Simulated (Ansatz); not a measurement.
A nudged elastic band was laid between two geometries of FH$_{5}$O$_{4}$Si (11 atoms, charge 0, multiplicity 1).

These are results of Ansatz, RKS PBE/def2-SVP, not measurements.

```
movable images  : 7
climbing image  : yes
spring          : 5.0 eV/Å²
optimiser       : quadratic models (default)
start path      : through a guess of the saddle point
force threshold : 0.05 eV/Å
iteration limit : 60
end points      : relaxed
```

First end point:

```xyz
11
Properties=species:S:1:pos:R:3
Si -0.028 0.061 0.145
F -0.306 -0.259 1.752
O 1.569 -0.219 -0.336
H 1.586 -1.043 -0.857
O -0.901 1.307 -0.536
H -1.609 0.893 -1.065
O -0.791 -1.297 -0.543
H -1.138 -1.908 0.129
O 1.056 1.714 1.060
H 1.943 1.413 0.760
H 1.016 1.465 2.005
```

Last end point:

```xyz
11
Properties=species:S:1:pos:R:3
Si 0.253 0.189 -0.326
F -0.355 -0.250 2.798
O 1.281 -0.228 -1.560
H 1.641 -1.129 -1.475
O -0.726 1.405 -0.891
H -1.019 1.297 -1.813
O -0.438 -1.178 0.284
H -0.620 -1.091 1.254
O 1.013 0.920 1.016
H 1.101 1.887 0.933
H 0.265 0.304 2.294
```

**Question.** What changes between the two ends?

**Answer.** Bonds broken: Si1–F2, O9–H11. Bonds formed: F2–H11. FH5O4Si becomes FH + H4O4Si.

**Question.** Give the energies along the band, and the barrier.

**Answer.** It converged. The highest image is number 3 of 0 to 8, 0.87 eV above the first end and 0.86 eV above the last; the last end lies 0.01 eV above the first. A vibrational analysis at the climbing image gives one clearly imaginary mode, 481i cm⁻¹: a first-order saddle point. The orbitals stay closed-shell, which can raise the energy where a bond breaks towards radicals; this wasn't checked here.

```
image  path coordinate (Å)  energy (eV)  Si1–F2 (Å)  O9–H11 (Å)  F2–H11 (Å)
    0                 0.00         0.00        1.66        0.98        2.19
    1                 0.60         0.10        1.69        0.98        1.91
    2                 1.21         0.43        1.77        1.00        1.62
    3                 1.81         0.87        2.06        1.18        1.19
    4                 2.48         0.40        2.61        1.49        0.99
    5                 3.16         0.12        3.00        1.61        0.97
    6                 3.83         0.10        3.13        1.61        0.97
    7                 4.51         0.03        3.15        1.61        0.97
    8                 5.18         0.01        3.21        1.60        0.97
```

**Question.** What is the geometry of the highest image?

**Answer.** 
```xyz
11
Properties=species:S:1:pos:R:3
Si 0.191 0.217 -0.013
F -0.610 0.176 1.881
O 1.616 -0.022 -0.888
H 1.613 -0.901 -1.306
O -0.856 1.314 -0.693
H -1.592 0.880 -1.157
O -0.382 -1.366 -0.092
H -1.001 -1.557 0.636
O 1.070 1.359 1.105
H 2.019 1.127 1.136
H 0.327 0.901 1.906
```

**Question.** What are the harmonic wavenumbers there?

**Answer.** 481i, 72, 200, 235, 262, 329, 341, 353, 401, 467, 475, 559, 697, 757, 778, 788, 849, 851, 918, 971, 1144, 1264, 1848, 3706, 3743, 3758, 3778 cm⁻¹.

Time of the run: 100 s on 4 threads of Arm Neoverse V1, with other jobs on the host, peak memory 0.16 GiB.
